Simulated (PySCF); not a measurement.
## Computed data sheet: `[SiH3]N[SiH2]P[SiH3]`

Compound: H10NPSi3.
Structure used (GFN2-xTB), in Å, numbered top down from 1:
```xyz
15
H10NPSi3 angstrom
Si     3.0614    0.7347   -0.4523
N      1.6387    0.2185    0.3937
Si     0.0619   -0.0162   -0.2584
P     -1.1529   -0.8129    1.4360
Si    -3.1745   -0.7867    0.5154
H      2.7383    1.9941   -1.1198
H      3.4578   -0.2631   -1.4497
H      4.0855    0.8904    0.5788
H      1.7853   -0.1649    1.3140
H     -0.4048    1.2637   -0.8017
H      0.0361   -1.0201   -1.3291
H     -1.2877    0.3894    2.0966
H     -4.1321   -1.0688    1.5845
H     -3.5153    0.4923   -0.1137
H     -3.2020   -1.8422   -0.4954
```

From GFN2-xTB geometry:

```
Rotational constants A, B, C of the GFN2-xTB geometry : 7.400, 0.640, 0.604 GHz
```

From PBE0/def2-SVPD ground state and vertical TDDFT (core frozen in the response) (PySCF):

```
Dipole moment                                                     : 0.48 D
HOMO energy                                                       : -7.34 eV
LUMO energy                                                       : -0.37 eV
HOMO–LUMO gap                                                     : 6.97 eV
Lowest singlet excitation                                         : 5.80 eV (214 nm, f = 0.004)
Strongest line among the 8 lowest singlet transitions             : S6 at 6.53 eV (190 nm, f = 0.067)
Lowest triplet excitation (Tamm–Dancoff)                          : 5.34 eV
Static isotropic polarisability                                   : 118.4 au
Electronic spatial extent ⟨r²⟩ about the centre of nuclear charge : 1847 bohr²
```

Monoisotopic mass from the formula: 138.9859 u.

The rotational constants make it an asymmetric top with κ = (2B − A − C)/(A − C) = -0.99, nearer the prolate limit (−1). The largest Löwdin shares of the LUMO are 0.18 on Si3, 0.16 on Si1, 0.14 on P4 and 0.09 on Si5. The 8 singlets span 5.80 to 6.83 eV, and their oscillator strengths add up to 0.22. The largest Löwdin shares of the HOMO are 0.59 on P4, 0.10 on Si3, 0.10 on Si5 and 0.06 on H12. In atomic units the dipole is 0.19 e·bohr (1 au = 2.5417 D). S1 lies 1.17 eV below the HOMO–LUMO gap; its leading configuration is HOMO−1→LUMO, weight 0.78. With B = h/(8π²I), that is 505.379 GHz u Å² over I, the principal moments of inertia are 68.3, 789.3 and 836.2 u Å² (most abundant isotopes); the inertial defect Ic − Ia − Ib is -21.4 u Å² (zero for a rigid planar frame, negative otherwise). The polarisability is 17.54 Å³ as a volume (1 au = 0.148185 Å³), or 1.60 au for each of the 74 electrons.

One conformer (not necessarily the lowest) at the GFN2-xTB geometry, without solvent, vibrations or thermal averaging.

For the TDDFT job (PBE0/def2-SVPD), on one thread, x86-64 server, on a shared host, this took 31 s wall.
